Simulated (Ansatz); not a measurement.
Cost and result for the atomization energy of H$_{8}$InNSi$_{2}$ (`[SiH3][N]([SiH3])[InH2]`) (12 atoms, 11 bonds).

```xyz
12

Si    0.8198   -0.7369    1.2781
N     0.0216   -0.0203   -0.0753
Si   -1.2313    1.1392    0.1859
In    0.5604   -0.5486   -1.9947
H     1.8651   -1.6783    0.7923
H     1.4719    0.2915    2.1390
H    -0.1317   -1.4933    2.1421
H    -0.7368    2.3186    0.9529
H    -2.3677    0.5588    0.9578
H    -1.7468    1.6124   -1.1275
H     1.8208   -1.6994   -2.0524
H    -0.3452    0.2562   -3.1983
```

Charge 0, multiplicity 1. Correlated methods include outer-core shells of In, which these sets cover unevenly. In takes the def2 core potential. The structure was optimised at the PBE0-D4/def2-TZVP level. Program: Ansatz. All runs use 4 threads of an Arm Neoverse V1 on a shared host. Times are those of one run each, without the atoms' runs, and a repeat can differ threefold. Electronic energies, without spin–orbit coupling; frozen cores. CCSD(T)/CBS adds CCSD(T) − MP2 in def2-TZVPP to the MP2 limit, and its time is that of the two runs behind it. T1 = 0.015. With those shells the extrapolation isn't a true limit. HSE06 is the plane-wave form, built on full-range PBE exchange.

CCSD(T)/CBS is a level of theory with its own doubt, some kJ/mol a heavy atom from the limit and from the frozen cores, so smaller differences don't rank the functionals.

| level | functions | atomization (kJ/mol) | difference from CCSD(T)/CBS | per bond |
| --- | --- | --- | --- | --- |
| LDA (SPW92)/def2-TZVPP | 277 | 3769.8 | 347.0 | 31.5 |
| B2PLYP/def2-TZVPP | 277 | 3342.7 | -80.1 | -7.3 |
| CCSD(T)/CBS(def2) | – | 3422.8 | 0.0 | 0.0 |
| PBE0-D4/def2-TZVPP | 277 | 3338.1 | -84.7 | -7.7 |
| ωB97M-V/def2-TZVPP (with forces) | 277 | 3414.0 | -8.8 | -0.8 |
| revPBE-D4/def2-TZVPP | 277 | 3294.9 | -127.9 | -11.6 |
| BHLYP-D4/def2-TZVPP | 277 | 3356.4 | -66.4 | -6.0 |
| CCSD(T)/def2-TZVPP | 277 | 3325.1 | -97.7 | -8.9 |
| MP2/def2-QZVPP | 519 | 3355.8 | -67.0 | -6.1 |
| HSE06-D4/def2-TZVPP | 277 | 3338.7 | -84.1 | -7.6 |
| CCSD(T)/def2-SVP | 116 | 3150.1 | -272.7 | -24.8 |
| B97M-V/def2-TZVPP | 277 | 3421.7 | -1.1 | -0.1 |
| PBE-QIDH/def2-TZVPP | 277 | 3342.8 | -80.0 | -7.3 |

Problem. Order the runs by time, with rough figures. (An estimate is asked.)

Solution. Computed: LDA (SPW92)/def2-TZVPP 1.6 s; revPBE-D4/def2-TZVPP 2.8 s; PBE0-D4/def2-TZVPP 4.6 s; HSE06-D4/def2-TZVPP 5 s; BHLYP-D4/def2-TZVPP 5 s; CCSD(T)/def2-SVP 8 s; B2PLYP/def2-TZVPP 8.5 s; PBE-QIDH/def2-TZVPP 8.5 s; B97M-V/def2-TZVPP 13 s; ωB97M-V/def2-TZVPP (with forces) 18 s; MP2/def2-QZVPP 30 s; CCSD(T)/def2-TZVPP 4.7 min; CCSD(T)/CBS(def2) 5.2 min.

From PBE to PBE0 (25 % exact exchange), in def2-TZVPP and without D4, the atomization energy moves by −7.5 kJ/mol: exact exchange takes away binding that semilocal exchange gives to molecules. In def2-TZVPP, CCSD(T) changes the Hartree–Fock value by +841.8 kJ/mol (the triples alone add +38.2 kJ/mol) and MP2 by +813.0 kJ/mol; breaking electron pairs costs correlation energy, which Hartree–Fock lacks. The D4 term adds +51.4 kJ/mol with B3LYP and +27.1 kJ/mol with PBE0; it sums over pairs of atoms, weighted by their polarisabilities, and B3LYP, whose exchange is more repulsive, gets the larger term.

B3LYP here is the variant with VWN-RPA as its local correlation; programs differ in this.

Spin–orbit coupling would lower the free In atoms strongly, and the atomization energy with them, by more than many differences here.
